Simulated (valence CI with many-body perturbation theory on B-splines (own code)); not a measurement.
## Eu LVIII: calculated level list

Calculated by configuration interaction combined with many-body perturbation theory (CI+MBPT): four valence electrons over a frozen Dirac-Fock core [He], radial functions for each j: 11 s, 11 p, 10 d, 8 f, 5 g, 2 h, with the one-electron correlation potential Σ1 (screened to all orders), the two-electron term Σ2, the three-electron term Σ3, Breit, model QED; selected single and double excitations, second order for the rest, scaled by the run's own slope (own B-spline code, finite nucleus).

No measured spectrum was set against this ion. As an estimate, large intervals hold to a few tenths of a per cent, small ones and those within an open d or f shell to about a per cent. Among the levels kept, up to 910 cm⁻¹ of a level comes from second order outside the variational space, and about a tenth of that is noise between levels of different J, which matters for small intervals.

Levels 91 to 135 of 207, with energies above the lowest level, (2s^2 2p1/2^2) J=0. "Leading %" is the weight of the configuration and term that name the level; weights of strongly mixed levels are sums over their largest components and can fall short, so below about 35 % the name and the second component can differ from the true leading terms, or belong to a minority configuration. In the jj column 3d3/2^4 stands for four electrons in 3d with j = 3/2.

| No. | Configuration | Term | J | E (eV) | Leading % | Second component | Leading jj | g |
| --- | --- | --- | --- | --- | --- | --- | --- | --- |
| 91 | 2s2p²3d | ³D | 2 | 8401.2 | 17 | 11 % 2p³3p ³D | 2s 2p1/2 2p3/2 3d3/2 (55 %) | 1.239 |
| 92 | 2s2p²3d | ³D | 3 | 8404.3 | 29 | 26 % 2s2p²3d ³F | 2s 2p1/2 2p3/2 3d3/2 (92 %) | 1.272 |
| 93 | 2s2p²3p | ³P° | 0 | 8405.4 | 80 | 19 % 2s2p²3p ¹S° | 2s 2p1/2 2p3/2 3p3/2 (100 %) |  |
| 94 | 2s2p²3p | ¹D° | 2 | 8408.5 | 38 | 23 % 2s2p²3p ³D° | 2s 2p1/2 2p3/2 3p3/2 (97 %) | 1.100 |
| 95 | 2s2p²3d | ⁵D | 4 | 8409.4 | 50 | 23 % 2s2p²3d ⁵F | 2s 2p1/2 2p3/2 3d5/2 (92 %) | 1.369 |
| 96 | 2s2p²3p | ³S° | 1 | 8411.0 | 29 | 23 % 2s2p²3p ³D° | 2s 2p1/2 2p3/2 3p3/2 (92 %) | 1.345 |
| 97 | 2s2p²3p | ³P° | 1 | 8414.2 | 52 | 25 % 2s2p²3p ¹P° | 2s 2p1/2 2p3/2 3p3/2 (99 %) | 1.201 |
| 98 | 2s2p²3d | ³D | 2 | 8422.6 | 16 | 12 % 2p³3p ³D | 2p1/2^2 2p3/2 3p1/2 (49 %) | 1.250 |
| 99 | 2s2p²3d | ³F | 2 | 8427.9 | 34 | 20 % 2s2p²3d ⁵P | 2s 2p1/2 2p3/2 3d5/2 (90 %) | 1.228 |
| 100 | 2s2p²3d | ⁵P | 1 | 8430.0 | 22 | 17 % 2s2p²3d ³P | 2s 2p1/2 2p3/2 3d3/2 (58 %) | 1.722 |
| 101 | 2s2p²3d | ³F | 3 | 8436.5 | 46 | 23 % 2s2p²3d ⁵P | 2s 2p1/2 2p3/2 3d5/2 (90 %) | 1.270 |
| 102 | 2s2p²3d | ³D | 1 | 8441.2 | 26 | 18 % 2s2p²3d ⁵D | 2s 2p1/2 2p3/2 3d5/2 (75 %) | 0.973 |
| 103 | 2s2p²3d | ³G | 5 | 8444.5 | 60 | 40 % 2s2p²3d ⁵F | 2s 2p1/2 2p3/2 3d5/2 (100 %) | 1.260 |
| 104 | 2s2p²3d | ³F | 2 | 8449.2 | 55 | 36 % 2s2p²3d ³P | 2s 2p1/2 2p3/2 3d3/2 (69 %) | 1.018 |
| 105 | 2s2p²3d | ³G | 3 | 8455.5 | 44 | 32 % 2s2p²3d ¹F | 2s 2p1/2 2p3/2 3d3/2 (94 %) | 0.901 |
| 106 | 2s2p²3d | ³D | 1 | 8465.1 | 66 | 12 % 2s2p²3d ³P | 2s 2p1/2 2p3/2 3d3/2 (82 %) | 0.713 |
| 107 | 2s2p²3d | ³D | 3 | 8466.5 | 61 | 12 % 2s2p²3d ¹F | 2s 2p1/2 2p3/2 3d5/2 (93 %) | 1.246 |
| 108 | 2s2p²3d | ³F | 4 | 8471.2 | 56 | 25 % 2s2p²3d ¹G | 2s 2p1/2 2p3/2 3d5/2 (94 %) | 1.198 |
| 109 | 2s2p²3d | ³D | 1 | 8472.5 | 70 | 14 % 2s2p²3d ³P | 2s 2p1/2 2p3/2 3d5/2 (50 %) | 0.792 |
| 110 | 2s2p²3d | ³F | 2 | 8476.0 | 29 | 22 % 2s2p²3d ³D | 2s 2p1/2 2p3/2 3d3/2 (53 %) | 1.050 |
| 111 | 2s2p²3d | ³P | 0 | 8481.7 | 99 |  | 2s 2p1/2 2p3/2 3d3/2 (62 %) |  |
| 112 | 2s2p²3d | ¹D | 2 | 8482.4 | 51 | 15 % 2s2p²3d ³D | 2s 2p1/2 2p3/2 3d3/2 (66 %) | 1.007 |
| 113 | 2s2p²3d | ¹P | 1 | 8491.1 | 60 | 25 % 2s2p²3d ³P | 2s 2p1/2 2p3/2 3d5/2 (56 %) | 1.063 |
| 114 | 2s2p²3d | ¹S | 0 | 8493.5 | 61 | 35 % 2s2p²3d ³P | 2s 2p1/2 2p3/2 3d5/2 (61 %) |  |
| 115 | 2s2p²3d | ³D | 3 | 8512.2 | 41 | 27 % 2s2p²3d ³F | 2s 2p1/2 2p3/2 3d5/2 (98 %) | 1.230 |
| 116 | 2s2p²3d | ³F | 4 | 8517.3 | 44 | 31 % 2s2p²3d ³G | 2s 2p1/2 2p3/2 3d5/2 (100 %) | 1.114 |
| 117 | 2s2p²3d | ³P | 2 | 8528.2 | 48 | 19 % 2s2p²3d ³D | 2s 2p1/2 2p3/2 3d5/2 (98 %) | 1.209 |
| 118 | 2s2p²3d | ¹F | 3 | 8529.4 | 43 | 32 % 2s2p²3d ³F | 2s 2p1/2 2p3/2 3d5/2 (98 %) | 1.065 |
| 119 | 2s2p²3d | ³P | 1 | 8529.4 | 46 | 25 % 2s2p²3d ³S | 2s 2p1/2 2p3/2 3d5/2 (99 %) | 1.434 |
| 120 | 2s2p²3d | ³D | 2 | 8532.0 | 44 | 26 % 2s2p²3d ¹D | 2s 2p1/2 2p3/2 3d5/2 (99 %) | 1.129 |
| 121 | 2p³3p | ³D | 3 | 8615.6 | 48 | 25 % 2p³3p ⁵P | 2p1/2^2 2p3/2 3p3/2 (97 %) | 1.328 |
| 122 | 2p³3p | ³P | 1 | 8616.1 | 35 | 25 % 2p³3p ¹P | 2p1/2^2 2p3/2 3p3/2 (97 %) | 1.348 |
| 123 | 2p³3p | ³P | 2 | 8639.5 | 43 | 16 % 2p³3p ¹D | 2p1/2^2 2p3/2 3p3/2 (97 %) | 1.316 |
| 124 | 2p³3p | ³P | 0 | 8661.2 | 70 | 28 % 2p³3p ¹S | 2p1/2^2 2p3/2 3p3/2 (97 %) |  |
| 125 | 2p³3d | ³D° | 2 | 8677.8 | 32 | 20 % 2p³3d ³F° | 2p1/2^2 2p3/2 3d3/2 (98 %) | 1.031 |
| 126 | 2p³3d | ³F° | 3 | 8684.5 | 27 | 20 % 2p³3d ³G° | 2p1/2^2 2p3/2 3d3/2 (96 %) | 1.089 |
| 127 | 2p³3d | ³D° | 1 | 8688.0 | 33 | 27 % 2p³3d ³P° | 2p1/2^2 2p3/2 3d3/2 (98 %) | 1.096 |
| 128 | 2p³3d | ³P° | 0 | 8690.3 | 62 | 26 % 2p³3d ⁵D° | 2p1/2^2 2p3/2 3d3/2 (98 %) |  |
| 129 | 2p³3d | ³F° | 4 | 8733.9 | 50 | 26 % 2p³3d ⁵D° | 2p1/2^2 2p3/2 3d5/2 (98 %) | 1.245 |
| 130 | 2s2p²3s | ⁵P | 3 | 8737.8 | 60 | 39 % 2s2p²3s ³D | 2s 2p3/2^2 3s (99 %) | 1.511 |
| 131 | 2p³3d | ³D° | 2 | 8744.5 | 34 | 22 % 2p³3d ³P° | 2p1/2^2 2p3/2 3d5/2 (98 %) | 1.235 |
| 132 | 2p³3d | ³D° | 3 | 8758.7 | 46 | 17 % 2p³3d ¹F° | 2p1/2^2 2p3/2 3d5/2 (96 %) | 1.200 |
| 133 | 2s2p²3s | ³P | 2 | 8760.2 | 54 | 20 % 2s2p²3s ³D | 2s 2p3/2^2 3s (99 %) | 1.338 |
| 134 | 2p³3d | ³D° | 1 | 8769.0 | 34 | 27 % 2p³3d ¹P° | 2p1/2^2 2p3/2 3d5/2 (98 %) | 1.055 |
| 135 | 2s2p²3p | ³P° | 2 | 8827.1 | 27 | 24 % 2s2p²3p ⁵P° | 2s 2p3/2^2 3p1/2 (99 %) | 1.549 |
